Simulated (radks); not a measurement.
All-electron atom: Ir75+ in [He]. Method: scalar-relativistic Kohn-Sham, PBE, spin-polarised, spherical densities, point nucleus; computed with a radial shooting solver on a logarithmic mesh with Libxc functionals. Some entries of the table are withheld. Estimate them.

orbital,occ.,eigenvalue (hartree),<r^2> (bohr^2)
1s,2,(1),0.0004146
2s,0,(2),0.005792
2p,0,(3),(4)

Answer. 
(1) 1s eigenvalue (hartree): -3169.717
(2) 2s eigenvalue (hartree): -798.2707
(3) 2p eigenvalue (hartree): -742.4478
(4) 2p <r^2> (bohr^2): 0.004674
